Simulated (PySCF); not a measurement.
In(F)(Br)(vinyl) (C2H3BrFIn), SMILES [CH](=C)[In]([Br])[F]. Geometry: B3LYP-D3(BJ)/def2-SVP. The structure was generated by enumeration; whether it is a known compound was not checked. The def2 effective core potentials stand for the cores of In; spin–orbit coupling is left out. The values are those of a single conformer.

Computed equilibrium geometry at B3LYP-D3(BJ)/def2-SVP (PySCF confirms it by a frequency run) as bond lengths and angles, and its point group (one conformer of several):
point group Cs.
Atoms: In1 F2 Br3 C4 C5 H6 H7 H8. Bonded distances (Å): In1–F2 1.965, In1–Br3 2.498, In1–C4 2.134, C4–C5 1.338, C4–H6 1.095, C5–H7 1.098, C5–H8 1.096. Angles (°): F2–In1–Br3 112.5, F2–In1–C4 124.6, Br3–In1–C4 122.9, In1–C4–C5 120.4, In1–C4–H6 118.6, C5–C4–H6 121.0, C4–C5–H7 121.4, C4–C5–H8 122.6, H7–C5–H8 116.0.
